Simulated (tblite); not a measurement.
A tight-binding relaxation on `C=C1B/C(=C\CCl)C=C1`.

Computed with GFN2-xTB geometry optimisation, gas phase (tblite 0.8.0). Start geometry: from a force field or distance geometry. The input is one job of a driver script: a line of settings, then coordinates in Å.

Command:
```bash
OMP_NUM_THREADS=1 python probes_run.py task.json out
```

Input:
```
{"job": {"kind": "relax", "xc": "GFN2-xTB", "basis": "xTB"}, "charge": 0, "multiplicity": 1}
C     -2.913200     0.532300     0.854100
C     -1.788900     0.319800     0.194800
B     -0.343900     0.365200     0.799400
C      0.522900     0.032300    -0.454200
C      1.854600    -0.082700    -0.513600
C      2.759900     0.129400     0.650800
Cl     2.834000     1.860700     1.082600
C     -0.386500    -0.181400    -1.566900
C     -1.659400    -0.028600    -1.212000
H     -2.920000     0.781200     1.913700
H     -3.873700     0.468100     0.336400
H     -0.022600     0.598400     1.906600
H      2.301100    -0.354900    -1.457300
H      2.424900    -0.467400     1.521800
H      3.787100    -0.193100     0.389300
H     -0.086000    -0.441000    -2.564300
H     -2.497400    -0.133000    -1.891000
```

Output:
```
step      E/eV     max force
  0    -673.69310    1.386
  1    -673.73341    1.019
  2    -673.75552    0.310
  3    -673.76952    0.239
  4    -673.78216    0.319
  5    -673.79160    0.209
  6    -673.79551    0.127
  7    -673.79726    0.112
  8    -673.79860    0.096
  9    -673.79991    0.106
... (81 lines left out)
 91    -673.85467    0.034
 92    -673.85479    0.030
 93    -673.85494    0.029
 94    -673.85513    0.042
 95    -673.85534    0.037
 96    -673.85548    0.020
 97    -673.85552    0.016
 98    -673.85554    0.010
 99    -673.85556    0.012
100    -673.85558    0.010
```

«max force» is the largest atomic force in eV/Å.

From which step on does the largest force stay under 0.1 eV/Å, and how much energy is left to gain from there?

From step 32 (0.097 eV/Å), 27.6 meV above the end.

Summary of the converged run: energy lowered by 3.7 kcal/mol over 100 steps; largest atomic force 0.010 eV/Å at the end.

Give the final coordinates.

0.350 Å rms from the input after alignment:
```
atom  x, y, z in Å
C1    -3.0408    0.4177    0.8269
C2    -1.8440    0.2571    0.2477
B3    -0.4115    0.2660    0.8694
C4     0.5176    0.0353   -0.3682
C5     1.8562   -0.0333   -0.4849
C6     2.8074    0.1438    0.6358
Cl7    3.6399    1.7371    0.4454
C8    -0.3718   -0.1017   -1.5202
C9    -1.6655    0.0264   -1.1858
H10   -3.1339    0.5851    1.8871
H11   -3.9635    0.3894    0.2652
H12   -0.1269    0.4019    1.9903
H13    2.3143   -0.1818   -1.4571
H14    2.3092    0.1689    1.6021
H15    3.6014   -0.6034    0.6251
H16    0.0010   -0.2752   -2.5172
H17   -2.4961   -0.0282   -1.8715
```

Estimate the wall time. Hardware: an Intel Xeon at 2.50 GHz with one thread, no GPU, shared host with 64 logical CPUs at a one-minute load of 63.

About 2.6 s.
Labels such as C1 count atoms from 1, the log's own numbers from 0.
